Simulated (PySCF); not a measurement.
PySCF 2.14 output of an unrestricted PBEsol calculation on a single atom or ion in aug-cc-pwCVQZ (10s9p7d5f3g, 134 functions), with no relativity, point nucleus:

```
SCF conv_tol = 1e-09
number electrons alpha = 7  beta = 6
    J. P. Perdew, A. Ruzsinszky, G. I. Csonka, O. A. Vydrov, G. E. Scuseria, L. A. Constantin, X. Zhou, and K. Burke.,  Phys. Rev. Lett. 100, 136406 (2008)
    J. P. Perdew, A. Ruzsinszky, G. I. Csonka, O. A. Vydrov, G. E. Scuseria, L. A. Constantin, X. Zhou, and K. Burke.,  Phys. Rev. Lett. 100, 136406 (2008)
cycle= 1 E= -394.798193445815  delta_E= -0.0113  |g|= 0.0323  |ddm|= 0.968
cycle= 2 E= -394.798278490633  delta_E= -8.5e-05  |g|= 0.0131  |ddm|= 0.105
cycle= 3 E= -394.798289063406  delta_E= -1.06e-05  |g|= 0.000655  |ddm|= 0.0339
cycle= 4 E= -394.798289232325  delta_E= -1.69e-07  |g|= 6.25e-05  |ddm|= 0.00222
cycle= 5 E= -394.798289234053  delta_E= -1.73e-09  |g|= 4.62e-06  |ddm|= 0.000239
cycle= 6 E= -394.798289234057  delta_E= -3.64e-12  |g|= 1.58e-07  |ddm|= 1.95e-05
converged SCF energy = -394.798289234057  <S^2> = 0.75284328  2S+1 = 2.0028413
```

The run itself started from symmetry-adapted Hartree-Fock orbitals and held the occupation by maximum overlap, on a logarithmic radial grid, so the iterations belong to that start.

Which element, charge and spin multiplicity is this?

S³⁺ (sulfur, charge +3), multiplicity 2; the state was [Ne] 3s2 3p1, 2P determinant.
